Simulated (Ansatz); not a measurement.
`[CH3][Sn]([NH2])([F])[F]` + H–F → `[CH3][Sn]([F])([F])[F]` + NH₃ at 700 K and 1 bar (ligand exchange at the Sn–N bond).

Isolated molecules relaxed with PBE0-D4/def2-TZVP in Ansatz; ΔE leaves out vibrations. CCSD(T)/CBS is the MP2 limit (def2-TZVPP, def2-QZVPP) plus CCSD(T) − MP2 in def2-TZVPP, frozen cores. This one scheme is used for every species. Elements past krypton have def2 core potentials. For Sn outer-core shells are correlated without core-valence functions, which leaves a few kJ/mol of doubt a bond. Each species was taken in one conformer, which may not be the lowest.

```json
{"species": "`[CH3][Sn]([NH2])([F])[F]`", "CCSD(T)/CBS energy (Eh)": "-509.47039", "H − E (kJ/mol)": "256.0", "S (J/(mol·K))": "521.3"}
{"species": "H–F", "CCSD(T)/CBS energy (Eh)": "-100.39570", "H − E (kJ/mol)": "45.2", "S (J/(mol·K))": "198.5"}
{"species": "`[CH3][Sn]([F])([F])[F]`", "CCSD(T)/CBS energy (Eh)": "-553.37465", "H − E (kJ/mol)": "183.7", "S (J/(mol·K))": "472.3"}
{"species": "NH₃", "CCSD(T)/CBS energy (Eh)": "-56.50880", "H − E (kJ/mol)": "116.9", "S (J/(mol·K))": "226.5"}
```

H − E and S are ideal-gas, rigid-rotor, harmonic terms from PBE0-D4/def2-TZVP, for one conformer and one mirror image of each species. 1 Eh = 2625.50 kJ/mol, R = 8.31446 J/(mol·K).

Problem. By hand: ΔE, ΔH, ΔS and ΔG.

Solution. ΔE = (-553.37465) + (-56.50880) − (-509.47039) − (-100.39570) = -0.01736 Eh = -45.6 kJ/mol. Δ(H − E) = 183.7 + 116.9 − 256.0 − 45.2 = -0.6, so ΔH = -46.2 kJ/mol. ΔS = 472.3 + 226.5 − 521.3 − 198.5 = -21.0 J/(mol·K). ΔG = -46.2 − 700 × (-21.0)/1000 = -31.5 kJ/mol.

Problem. By hand: the equilibrium constant, and the temperature at which ΔG would vanish if ΔH and ΔS stayed fixed.

Solution. log₁₀ K = −ΔG/(RT ln 10) = 2.4. ΔG = 0 at ΔH/ΔS = 2200 K.

ΔH outweighs TΔS. A doubt of 5 kJ/mol in ΔE shifts log₁₀ K by 0.4 here. Other conformers and mirror images would add mixing entropy, several J/(mol·K) or more a flexible species. Modes under 60 cm⁻¹, often nearly free rotors, make the harmonic entropy too high. These are equilibria of isolated gas molecules and say nothing of rates. Largest T1 diagnostic: 0.014 (customary marks: 0.02 for closed shells, 0.045 for open ones).
